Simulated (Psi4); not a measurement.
C$_{6}$H$_{15}$B, charge -1, doublet, geometry from GFN2-xTB (a state made from the parent by changing its charge; the spin is typed, not shown lowest) (a gas-phase anion, which may not be bound at this level); B3LYP/6-31G* (Psi4 1.11).

Here is a job for Psi4.
```
memory 2 GB

molecule mol {
-1 2
  B    -0.199781   -0.261703   -0.081444
  C     0.987355    0.439794   -0.965433
  C     1.891906   -0.547391   -1.728562
  H     1.654347    1.049172   -0.334151
  H     0.574586    1.127098   -1.719802
  H     1.297747   -1.145029   -2.420808
  H     2.377066   -1.232119   -1.032686
  H     2.678311   -0.043437   -2.308481
  C    -1.719786    0.053635   -0.585278
  C    -2.198504    1.499230   -0.319077
  H    -2.453312   -0.610837   -0.102603
  H    -1.826985   -0.119859   -1.666512
  H    -1.536195    2.208516   -0.814528
  H    -2.172010    1.708068    0.749726
  H    -3.222057    1.685735   -0.676075
  C     0.010949   -0.190215    1.540641
  C     1.065438   -1.167370    2.082391
  H    -0.931885   -0.403434    2.064203
  H     0.320482    0.816577    1.884593
  H     2.031088   -0.968531    1.618472
  H     0.788510   -2.195800    1.846443
  H     1.195068   -1.093703    3.171340
}

set basis 6-31g*
set reference uks

energy('b3lyp')
print_variables()
```

The log (banner, timings and long lists left out):

```
   => Loading Basis Set <=

    Name: 6-31G*
    Role: ORBITAL
    Keyword: BASIS

         ---------------------------------------------------------
                                   SCF
               by Justin Turney, Rob Parrish, Andy Simmonett
                          and Daniel G. A. Smith
                              UKS Reference
         ---------------------------------------------------------

  ==> Geometry <==

    Molecular point group: c1
    Full point group: C1

    Geometry (in Angstrom), charge = -1, multiplicity = 2:

       Center              X                  Y                   Z               Mass
    ------------   -----------------  -----------------  -----------------  -----------------
         B           -0.189892450872    -0.251100044785    -0.077986233423    11.009305360000
         C            0.997243549128     0.450396955215    -0.961975233423    12.000000000000
         C            1.901794549128    -0.536788044785    -1.725104233423    12.000000000000
         H            1.664235549128     1.059774955215    -0.330693233423     1.007825032230
         H            0.584474549128     1.137700955215    -1.716344233423     1.007825032230
         H            1.307635549128    -1.134426044785    -2.417350233423     1.007825032230
         H            2.386954549128    -1.221516044785    -1.029228233423     1.007825032230
         H            2.688199549128    -0.032834044785    -2.305023233423     1.007825032230
         C           -1.709897450872     0.064237955215    -0.581820233423    12.000000000000
         C           -2.188615450872     1.509832955215    -0.315619233423    12.000000000000
         H           -2.443423450872    -0.600234044785    -0.099145233423     1.007825032230
         H           -1.817096450872    -0.109256044785    -1.663054233423     1.007825032230
         H           -1.526306450872     2.219118955215    -0.811070233423     1.007825032230
         H           -2.162121450872     1.718670955215     0.753183766577     1.007825032230
         H           -3.212168450872     1.696337955215    -0.672617233423     1.007825032230
         C            0.020837549128    -0.179612044785     1.544098766577    12.000000000000
         C            1.075326549128    -1.156767044785     2.085848766577    12.000000000000
         H           -0.921996450872    -0.392831044785     2.067660766577     1.007825032230
         H            0.330370549128     0.827179955215     1.888050766577     1.007825032230
         H            2.040976549128    -0.957928044785     1.621929766577     1.007825032230
         H            0.798398549128    -2.185197044785     1.849900766577     1.007825032230
         H            1.204956549128    -1.083100044785     3.174797766577     1.007825032230

  Running in c1 symmetry.

  Rotational constants: A =      0.07912  B =      0.05995  C =      0.03855 [cm^-1]
  Rotational constants: A =   2371.83772  B =   1797.30647  C =   1155.63461 [MHz]
  Nuclear repulsion =  293.610165639869820

  Charge       = -1
  Multiplicity = 2
  Electrons    = 57
  Nalpha       = 29
  Nbeta        = 28

  ==> Algorithm <==

  SCF Algorithm Type is DF.
  DIIS enabled.
  MOM disabled.
  Fractional occupation disabled.
  Guess Type is SAD.
  Energy threshold   = 1.00e-06
  Density threshold  = 1.00e-06
  Integral threshold = 1.00e-12

  ==> Primary Basis <==

  Basis Set: 6-31G*
    Blend: 6-31G*
    Number of shells: 72
    Number of basis functions: 135
    Number of Cartesian functions: 135
    Spherical Harmonics?: false
    Max angular momentum: 2

  ==> DFT Potential <==

   => LibXC <=

    Version 7.1.2
    S. Lehtola, C. Steigemann, M. J. T. Oliveira, and M. A. L. Marques,  SoftwareX 7, 1–5 (2018) (10.1016/j.softx.2017.11.002)

   => Composite Functional: B3LYP <=

    B3LYP Hyb-GGA Exchange-Correlation Functional

    P. J. Stephens, F. J. Devlin, C. F. Chabalowski, and M. J. Frisch,  J. Phys. Chem. 98, 11623 (1994) (10.1021/j100096a001)

[...]

  ==> Pre-Iterations <==

  SCF Guess: Superposition of Atomic Densities via on-the-fly atomic UHF (no occupation information).

   -------------------------
    Irrep   Nso     Nmo
   -------------------------
     A        135     135
   -------------------------
    Total     135     135
   -------------------------

  ==> Iterations <==

                           Total Energy        Delta E     RMS |[F,P]|

   @DF-UKS iter SAD:  -261.23876361624622   -2.61239e+02   0.00000e+00
   @DF-UKS iter   1:  -261.57676096711572   -3.37997e-01   9.36597e-03 ADIIS/DIIS
   @DF-UKS iter   2:  -260.92082589023295    6.55935e-01   1.19557e-02 ADIIS/DIIS
   @DF-UKS iter   3:  -262.47377421351291   -1.55295e+00   9.59056e-04 ADIIS/DIIS
   @DF-UKS iter   4:  -262.47938050374501   -5.60629e-03   6.37761e-04 ADIIS/DIIS
   @DF-UKS iter   5:  -262.48351267400250   -4.13217e-03   7.98148e-05 DIIS
   @DF-UKS iter   6:  -262.48356898664122   -5.63126e-05   2.58416e-05 DIIS
   @DF-UKS iter   7:  -262.48357592141036   -6.93477e-06   7.34876e-06 DIIS
   @DF-UKS iter   8:  -262.48357668598828   -7.64578e-07   2.61491e-06 DIIS
   @DF-UKS iter   9:  -262.48357676424996   -7.82617e-08   1.32613e-06 DIIS
   @DF-UKS iter  10:  -262.48357678574371   -2.14937e-08   2.14894e-07 DIIS
  Energy and wave function converged.

  ==> Post-Iterations <==

   Electrons on quadrature grid:
      Nalpha   =   29.0000515225 ; deviation = 5.152e-05
      Nbeta    =   28.0000393843 ; deviation = 3.938e-05
      Ntotal   =   57.0000909068 ; deviation = 9.091e-05

   @Spin Contamination Metric:   2.526650030E-03
   @S^2 Expected:                7.500000000E-01
   @S^2 Observed:                7.525266500E-01
   @S   Expected:                5.000000000E-01
   @S   Observed:                5.000000000E-01

    Orbital Energies [Eh]
    ---------------------

    Alpha Occupied:

[...]
    Alpha Virtual:

[...]
     135A      4.689295

    Beta Occupied:

[...]
      28A     -0.055560

    Beta Virtual:

[...]
    Final Occupation by Irrep:
              A
    DOCC [    28 ]
    SOCC [     1 ]
    NA   [    29 ]
    NB   [    28 ]

  @DF-UKS Final Energy:  -262.48357678574371

   => Energetics <=

    Nuclear Repulsion Energy =            293.6101656398698196
    One-Electron Energy =                -943.4750254616135408
    Two-Electron Energy =                 421.7838341928656973
    DFT Exchange-Correlation Energy =     -34.4025511568656697
    Empirical Dispersion Energy =           0.0000000000000000
    VV10 Nonlocal Energy =                  0.0000000000000000
    Total Energy =                       -262.4835767857437077

  UHF NO Occupations:
  HONO-2 :   27  A 1.9998522
  HONO-1 :   28  A 1.9992061
  HONO-0 :   29  A 1.0000000
  LUNO+0 :   30  A 0.0007939
  LUNO+1 :   31  A 0.0001478
  LUNO+2 :   32  A 0.0001391
  LUNO+3 :   33  A 0.0001186

Computation Completed

Properties will be evaluated at   0.000000,   0.000000,   0.000000 [a0]

Properties computed using the SCF density matrix

 Multipole Moments:

 ------------------------------------------------------------------------------------
     Multipole            Electronic (a.u.)      Nuclear  (a.u.)        Total (a.u.)
 ------------------------------------------------------------------------------------

 L = 1.  Multiply by 2.5417464519 to convert [e a0] to [Debye]
 Dipole X            :         -0.9597007            1.0464599            0.0867592
 Dipole Y            :         -0.8647306            1.1220542            0.2573235
 Dipole Z            :         -0.3093246            0.3659227            0.0565980
 Magnitude           :                                                    0.2773912

 ------------------------------------------------------------------------------------

  Variable Map:
  ----------------------------------------------------------------------------
[...]
  Array Variable Map:
  ----------------------------------------------------------------------------
[...]
[...]
```
